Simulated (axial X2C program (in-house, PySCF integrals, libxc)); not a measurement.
**Which molecule has these constants?**

Calculated with an axial X2C code built on PySCF integrals, spin-free (one-electron X2C) or two-component (2c: spin–orbit coupling with atomic mean-field Coulomb and Gaunt terms, which also bring small scalar terms), in Dyall basis sets with cores contracted in-house; open shells are unrestricted.

A two-component PBE0 calculation in a Dyall 3-zeta basis gave Re = 3.271 Å, ωe = 126.0 cm⁻¹, dipole magnitude 2.15 D, Ω = 1/2.

Question: Which molecule is it?
A. RbCa
B. CaIn
C. CaSr
D. CaSn
E. CaRu

Answer: B. The others have RbCa 4.421 Å and 60.9 cm⁻¹ (Ω = 1/2); CaSr 4.418 Å and 63.6 cm⁻¹ (Ω = 0); CaSn 3.004 Å and 184.3 cm⁻¹ (Ω = 1); CaRu 2.839 Å and 177.9 cm⁻¹ (Ω = 2).

Each entry is the lowest single determinant of a limited PBE0 search at one distance. De goes to single-determinant-based atoms at the same level (for ions the charge split of lowest energy) and is withheld (n/a) where an atom does not fit its ground term or J level. Main or longest-lived isotopes. One determinant is a doubtful description, or other states lie close, for CaIn, CaSn, CaRu; these need not be ground states, and all values refer to the states named. Some open-shell Ω = 0 determinants are out of reach, so the Ω given for CaSn, CaRu need not be the lowest component. With several unpaired electrons the Ω given is that of one determinant, not necessarily of the lowest component. The functionals have no current term, which raises determinants with orbital currents. Where the atoms have a lower orbital projection than the molecule, De at mean-field level may be about a tenth of an eV too small.
